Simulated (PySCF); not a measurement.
Zero-point energy (kcal/mol) of eight halogen compounds: PBE-D3(BJ) beside B3LYP-D3(BJ), computed with PySCF for isolated molecules in the bases named; differences from unrounded values. The eight are the first of their class met in an unordered collection, after screening for sound electronic states; none was chosen by its value. Each level has its own optimised geometry.

| molecule | basis | B3LYP-D3(BJ) | PBE-D3(BJ) | difference |
|---|---|---|---|---|
| C5H4F2O, SMILES F/C(OC=C=C)=C/F | def2-SVP | 49.22 | 47.70 | -1.52 |
| C3H7Br, SMILES CC(C)Br | def2-SVP | 58.76 | 57.25 | -1.52 |
| 1,1-dichloro-3,3-difluoroprop-1-ene (C3H2Cl2F2), SMILES FC(F)C=C(Cl)Cl | def2-SVP | 29.67 | 28.72 | -0.95 |
| 2-bromobut-1-en-3-yne (C₄H₃Br), SMILES BrC(C#C)=C | def2-SVP | 32.28 | 31.29 | -0.98 |
| CH₃BrSe, SMILES C[Se]Br | def2-SVP | 23.66 | 23.04 | -0.62 |
| C₄H₂BrF, SMILES C#C/C(F)=C\Br | def2-SVP | 27.66 | 26.78 | -0.88 |
| C2Cl3F, SMILES ClC(=C(F)Cl)Cl | def2-SVP | 10.65 | 10.35 | -0.31 |
| (E)-2-chloro-1,3,3-trifluoroprop-1-ene (C3H2ClF3), SMILES F/C=C(/Cl)C(F)F | def2-SVP | 30.84 | 29.82 | -1.02 |

PBE-D3(BJ) lies below B3LYP-D3(BJ) in 8 and above it in 0 of the eight; the mean signed difference is -0.97 and the largest -1.52 kcal/mol.
